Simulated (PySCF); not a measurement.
# C2H8BNO2

C2H8BNO2 is a small molecule, neutral, singlet. The structure, one conformer, was relaxed in the gas phase by PBE0-D3(BJ)/def2-SVP. No frequency run checks that it is a minimum.

SMILES: CN(C)B(O)O

```xyz
14

O     1.115   -1.806   -0.699
B     0.988   -0.496   -0.314
O     2.142    0.243   -0.202
N    -0.315    0.015   -0.056
C    -1.483   -0.817   -0.189
C    -0.596    1.359    0.356
H     2.041   -2.022   -0.840
H     2.004    1.151    0.074
H    -2.035   -0.896    0.767
H    -2.187   -0.412   -0.941
H    -1.188   -1.826   -0.500
H    -1.259    1.882   -0.360
H     0.321    1.962    0.440
H    -1.095    1.393    1.344
```
Atoms count from 1 in this order.

Shieldings: GIAO PBE0/pcSseg-1. Shifts are against computed references at the same level: C TMS (σ 184.4 ppm), H TMS (σ 31.27 ppm). Core levels by delta-SCF with SCAN, pcX-2 on the ionised atom and pcseg-1 elsewhere, spin-free X2C; from the vacuum level, for chosen atoms.

**Question.** Give the shieldings and core levels atom by atom.

**Answer.** 
| atoms | bonded to | σ (ppm) | δ (ppm) | core level (eV) |
| --- | --- | --- | --- | --- |
| O1 | 1 B + 1 H | 255.4 | - | 1s 538.53 |
| B2 | 1 N + 2 O | 81.0 | - | 1s 196.91 |
| O3 | 1 B + 1 H | 260.5 | - | 1s 538.72 |
| N4 | 1 B + 2 C | 214.7 | - | 1s 404.65 |
| C5 | 1 N + 3 H | 147.9 | 36.5 | 1s 291.35 |
| C6 | 1 N + 3 H | 147.4 | 37.0 | - |
| H7 | 1 O | 28.68 | 2.58 | - |
| H8 | 1 O | 28.64 | 2.63 | - |
| H9 H10 H11 | 1 C | 28.58 | 2.68 | - |
| H12 H13 H14 | 1 C | 28.91 | 2.36 | - |

Values are those of this one static structure, with the three H of a rotating XH3 group averaged; atoms that internal rotation interchanges would show their mean in an NMR spectrum.

The core-hole state of B2 is spin-contaminated (⟨S²⟩ 0.80 against 0.75 for a pure doublet), so that value and differences from it are less sure.

**Question.** By CAM-B3LYP/def2-SVPD (TDDFT singlets, Tamm-Dancoff triplets, ionisation by delta-SCF), where does absorption start, and what does vertical ionisation take?

**Answer.** The lowest singlet lies at 5.80 eV (f 0.009), the strongest of the first 6 at 7.76 eV (f 0.139), the lowest triplet at 5.72 eV; vertical ionisation takes 8.80 eV.
